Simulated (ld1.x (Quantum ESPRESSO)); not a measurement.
## An all-electron radial function and its pseudo partner (chlorine)

Columns: radius, all-electron u(r) and pseudo u(r) of the 3s shell (level -20.69 eV) of chlorine in the configuration [He] 2s2 2p6 3s1.75 3p5.25; PBE, non-relativistic, PAW scheme, ld1.x (Quantum ESPRESSO) 7.5.

| r (bohr) | all-electron | pseudo |
| --- | --- | --- |
| 0.042 | 0.2343 | -0.1832 |
| 0.085 | 0.1516 | -0.3549 |
| 0.128 | -0.0282 | -0.4966 |
| 0.170 | -0.1996 | -0.5959 |
| 0.212 | -0.3293 | -0.6511 |
| 0.255 | -0.4084 | -0.6612 |
| 0.298 | -0.4360 | -0.6283 |
| 0.340 | -0.4209 | -0.5619 |
| 0.382 | -0.3735 | -0.4706 |
| 0.425 | -0.3006 | -0.3611 |
| 0.467 | -0.2133 | -0.2469 |
| 0.510 | -0.1141 | -0.1293 |
| 0.552 | -0.0127 | -0.0179 |
| 0.595 | 0.0916 | 0.0907 |
| 0.638 | 0.1933 | 0.1934 |
| 0.680 | 0.2880 | 0.2880 |
| 0.722 | 0.3765 | 0.3765 |
| 0.765 | 0.4599 | 0.4599 |
| 0.807 | 0.5337 | 0.5337 |
| 0.850 | 0.6013 | 0.6013 |
| 0.892 | 0.6596 | 0.6596 |
| 0.935 | 0.7116 | 0.7116 |
| 0.977 | 0.7550 | 0.7550 |
| 1.020 | 0.7922 | 0.7922 |
| 1.062 | 0.8217 | 0.8217 |
| 1.105 | 0.8456 | 0.8456 |

Task: How many radial nodes do the two functions have?

Result: The all-electron 3s function has n − l − 1 = 2; the pseudo-wave has 1, since 1 lower shell of the same l stays in the valence.

Task: At about which radius was the pseudo-wave matched?

Result: 0.70 bohr. The columns agree to 0.0005 from 0.64 bohr on; several derivatives are matched, so the curves merge somewhat inside the radius.

Task: Is the pseudo-wave norm-conserving?

Result: No, it belongs to a PAW set: the norm inside the radius is not constrained, and the difference is carried by the augmentation charge.
